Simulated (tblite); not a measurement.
Species: 3-methyl-2-pentanone, C6H12O.
Numbering: `[CH3:1][CH2:2][C@@H:3]([CH3:4])[C:5]([CH3:6])=[O:7]` (hydrogens: H8, H9, H10 on C1; H11, H12 on C2; H13 on C3; H14, H15, H16 on C4; H17, H18, H19 on C6)

Computed with GFN2-xTB (tblite), gas phase: Langevin dynamics at 300 K from the optimised GFN2-xTB geometry, time step 0.5 fs, friction 0.01 fs⁻¹, 2000 steps. The instantaneous temperature is 2·E(kin)/(3Nk) with all 3N coordinates.

| t (fs) | T (K) | E(pot) above start (eV) | C1–C2 (Å) | C2–C3 (Å) | C3–C4 (Å) | C3–C5 (Å) | C5–C6 (Å) | C1–H8 (Å) | C1–C2–C3–C4 (°) |
| --- | --- | --- | --- | --- | --- | --- | --- | --- | --- |
| 0 | 244 | 0.000 | 1.524 | 1.531 | 1.533 | 1.523 | 1.508 | 1.089 | 173 |
| 25 | 177 | 0.278 | 1.543 | 1.526 | 1.503 | 1.513 | 1.493 | 1.062 | 166 |
| 50 | 160 | 0.405 | 1.560 | 1.513 | 1.571 | 1.530 | 1.533 | 1.100 | 162 |
| 75 | 202 | 0.477 | 1.513 | 1.501 | 1.546 | 1.497 | 1.519 | 1.105 | 160 |
| 100 | 218 | 0.554 | 1.507 | 1.504 | 1.561 | 1.512 | 1.484 | 1.095 | 164 |
| 125 | 356 | 0.560 | 1.594 | 1.558 | 1.531 | 1.504 | 1.487 | 1.071 | 164 |
| 150 | 406 | 0.499 | 1.561 | 1.517 | 1.532 | 1.529 | 1.532 | 1.120 | 166 |
| 175 | 297 | 0.638 | 1.527 | 1.539 | 1.538 | 1.534 | 1.518 | 1.118 | 166 |
| 200 | 273 | 0.640 | 1.514 | 1.605 | 1.543 | 1.535 | 1.492 | 1.068 | 166 |
| 225 | 277 | 0.609 | 1.479 | 1.558 | 1.528 | 1.519 | 1.537 | 1.065 | 170 |
| 250 | 254 | 0.715 | 1.535 | 1.520 | 1.547 | 1.530 | 1.538 | 1.135 | 179 |
| 275 | 325 | 0.475 | 1.558 | 1.569 | 1.505 | 1.534 | 1.465 | 1.089 | -177 |
| 300 | 242 | 0.679 | 1.520 | 1.543 | 1.481 | 1.548 | 1.513 | 1.118 | -178 |
| 325 | 414 | 0.475 | 1.499 | 1.540 | 1.502 | 1.566 | 1.514 | 1.081 | -177 |
| 350 | 208 | 0.847 | 1.495 | 1.569 | 1.571 | 1.569 | 1.531 | 1.079 | 179 |
| 375 | 315 | 0.588 | 1.522 | 1.504 | 1.554 | 1.511 | 1.514 | 1.100 | 176 |
| 400 | 249 | 0.712 | 1.544 | 1.516 | 1.529 | 1.560 | 1.559 | 1.086 | 178 |
| 425 | 268 | 0.503 | 1.579 | 1.552 | 1.497 | 1.546 | 1.536 | 1.034 | 180 |
| 450 | 288 | 0.614 | 1.554 | 1.502 | 1.498 | 1.519 | 1.493 | 1.085 | 177 |
| 475 | 314 | 0.612 | 1.531 | 1.509 | 1.546 | 1.568 | 1.498 | 1.151 | 177 |
| 500 | 376 | 0.532 | 1.511 | 1.545 | 1.529 | 1.535 | 1.571 | 1.113 | 170 |
| 525 | 368 | 0.470 | 1.506 | 1.552 | 1.543 | 1.557 | 1.491 | 1.073 | 170 |
| 550 | 339 | 0.615 | 1.517 | 1.556 | 1.535 | 1.503 | 1.490 | 1.079 | 163 |
| 575 | 270 | 0.662 | 1.585 | 1.603 | 1.515 | 1.529 | 1.538 | 1.116 | 164 |
| 600 | 359 | 0.358 | 1.545 | 1.552 | 1.537 | 1.500 | 1.522 | 1.128 | 167 |
| 625 | 286 | 0.585 | 1.471 | 1.517 | 1.549 | 1.571 | 1.476 | 1.102 | 175 |
| 650 | 336 | 0.736 | 1.462 | 1.512 | 1.549 | 1.543 | 1.489 | 1.084 | -177 |
| 675 | 427 | 0.541 | 1.556 | 1.519 | 1.525 | 1.516 | 1.541 | 1.111 | -169 |
| 700 | 411 | 0.674 | 1.605 | 1.508 | 1.531 | 1.524 | 1.490 | 1.050 | -173 |
| 725 | 279 | 0.886 | 1.615 | 1.483 | 1.602 | 1.557 | 1.432 | 1.105 | 178 |
| 750 | 343 | 0.746 | 1.530 | 1.510 | 1.576 | 1.552 | 1.504 | 1.125 | 171 |
| 775 | 358 | 0.678 | 1.536 | 1.519 | 1.531 | 1.496 | 1.594 | 1.054 | 174 |
| 800 | 294 | 0.622 | 1.550 | 1.547 | 1.559 | 1.510 | 1.501 | 1.066 | 173 |
| 825 | 296 | 0.582 | 1.547 | 1.488 | 1.550 | 1.509 | 1.506 | 1.136 | 162 |
| 850 | 219 | 0.662 | 1.558 | 1.551 | 1.513 | 1.561 | 1.497 | 1.125 | 154 |
| 875 | 250 | 0.662 | 1.560 | 1.526 | 1.568 | 1.524 | 1.481 | 1.054 | 145 |
| 900 | 297 | 0.515 | 1.542 | 1.482 | 1.570 | 1.584 | 1.491 | 1.050 | 152 |
| 925 | 298 | 0.444 | 1.545 | 1.514 | 1.514 | 1.565 | 1.509 | 1.128 | 162 |
| 950 | 254 | 0.728 | 1.530 | 1.492 | 1.524 | 1.490 | 1.522 | 1.114 | 169 |
| 975 | 269 | 0.656 | 1.512 | 1.509 | 1.562 | 1.533 | 1.548 | 1.053 | 174 |
| 1000 | 290 | 0.584 | 1.518 | 1.496 | 1.594 | 1.531 | 1.471 | 1.098 | -174 |

Question: From 500 fs on, how do temperature and potential energy compare with equipartition?

Answer: The mean temperature of these 21 frames is 315 K against the target 300 K, and the mean potential energy 0.62 eV against 51 × kT/2 = 0.66 eV for 51 classical harmonic modes. For 19 atoms in a canonical ensemble the temperature itself scatters by T·√(2/(3N)) = 56 K; here its standard deviation is 53 K. The whole run lasts only 10 friction times of 100 fs, so these averages carry a wide statistical error.

Question: What are the kinetic and total energies of the listed frame with the highest potential energy?

Answer: The one at 725 fs, 0.886 eV above the start. Its kinetic energy is 3NkT/2 = 0.685 eV at 279 K, so the sum is 1.57 eV; over the listed frames the sum runs from 0.60 to 1.68 eV, since the thermostat adds and removes energy.

Question: How much do the listed bonds fluctuate from 500 fs on?

Answer: 
```json
{"bond": "C1–C2", "at the start (Å)": "1.524", "mean (Å)": "1.538", "standard deviation (Å)": "0.036"}
{"bond": "C2–C3", "at the start (Å)": "1.531", "mean (Å)": "1.523", "standard deviation (Å)": "0.029"}
{"bond": "C3–C4", "at the start (Å)": "1.533", "mean (Å)": "1.546", "standard deviation (Å)": "0.025"}
{"bond": "C3–C5", "at the start (Å)": "1.523", "mean (Å)": "1.533", "standard deviation (Å)": "0.026"}
{"bond": "C5–C6", "at the start (Å)": "1.508", "mean (Å)": "1.508", "standard deviation (Å)": "0.035"}
{"bond": "C1–H8", "at the start (Å)": "1.089", "mean (Å)": "1.093", "standard deviation (Å)": "0.029"}
```

The motion is classical and holds no zero-point motion.

The cost below is that of the whole dynamics run. On one thread of an Arm Neoverse V1, no GPU, shared host, this took 11 s wall and 0.18 GiB of memory at its peak.
